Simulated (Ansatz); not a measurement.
Basis-set extrapolation for C$_{3}$H$_{5}$F$_{3}$O (`COCC(F)(F)F`) (PBE0-D4/def2-TZVP geometry, frozen core, Ansatz 0.2.0). Multiplicity 1, RHF reference.

```
                      def2-TZVPP   def2-QZVPP
                 HF  -489.902770  -489.924396
    MP2 correlation    -1.478735    -1.603154
CCSD(T) correlation    -1.557971      not run
```

Energies in hartree. Use E(X) = E(∞) + A·exp(−7.88·√X) for Hartree–Fock and E(X) = E(∞) + B·X^(−2.97) for correlation, with X = 3 and 4, and add CCSD(T) minus MP2 of the smaller set to the MP2 limit.

**Question.** What is the CCSD(T) energy at the basis-set limit?

**Answer.** HF limit: -489.924396 + (-0.021626) × 0.13774 = -489.92737. MP2 limit: -1.603154 + (-0.124419) × 0.74074 = -1.69532. Higher-order term: -1.557971 − (-1.478735) = -0.07924. Total: -491.70193 hartree, 6.56 eV below CCSD(T)/def2-TZVPP.
